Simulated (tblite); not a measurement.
Question: Give a GFN2-xTB geometry of InChI=1S/C5H8F3O/c1-2-3-9-4-5(6,7)8/h4H,2-3H2,1H3. (Doublet state.)

Answer: 
```
atom  x, y, z in Å
C1    -2.6260    0.0163    0.7606
C2    -1.5432   -0.7792    0.0434
C3    -0.1911   -0.0838    0.1574
O4     0.7700   -0.8721   -0.5269
C5     2.0519   -0.4639   -0.5683
C6     2.5819    0.7621    0.0415
F7     2.4176    0.8409    1.3927
F8     3.8943    0.8711   -0.1838
F9     2.0178    1.9157   -0.4177
H10   -3.5835   -0.4896    0.6733
H11   -2.7208    1.0100    0.3292
H12   -2.3874    0.1228    1.8163
H13   -1.7942   -0.8894   -1.0126
H14   -1.4625   -1.7780    0.4746
H15   -0.2419    0.9176   -0.2890
H16    0.0922    0.0222    1.2125
H17    2.7178   -1.1105   -1.1056
```

Any rigid rotation of these coordinates is as good. Atoms count from 1 in this order. Of the pairs four or more bonds apart, F7···H16 is among the closest relative to their van der Waals radii: 2.47 Å, 93 % of the sum of Bondi's values. O4 (oxygen bonded to 2 C) is bent (angle 119.4°). The C–F distances run from 1.336 Å (C6–F8, drawn single) to 1.364 Å (C6–F9, drawn single), a spread of 0.028 Å. The 2 C–O bonds span 1.346 Å (O4–C5, drawn single) to 1.419 Å (C3–O4, drawn single), a spread of 0.073 Å.

Bonds between heavy atoms (Å): C1–C2 1.523, C2–C3 1.525, C3–O4 1.419, O4–C5 1.346, C5–C6 1.468, C6–F7 1.363, C6–F8 1.336, C6–F9 1.364.

The geometry is computed with GFN2-xTB (gas phase). This method treats the open shell by occupation alone, without spin polarisation.

Point group: Cs (tolerance 0.08 Å). Its lowest GFN2-xTB frequency is 8 cm⁻¹, too small to tell a flat minimum from a shallow saddle. Torsions: C1–C2–C3–O4 180°, C2–C3–O4–C5 180°, C3–O4–C5–C6 0°. 3 starts were optimised and ended at 0.00, 0.01 and 1.58 kcal/mol (GFN2-xTB); the lowest of these is shown.

Time: 0.16 s of wall time. Hardware: Arm Neoverse V2, one thread, on a shared host. That covers the optimisation of the geometry.

One conformer stands for the species.
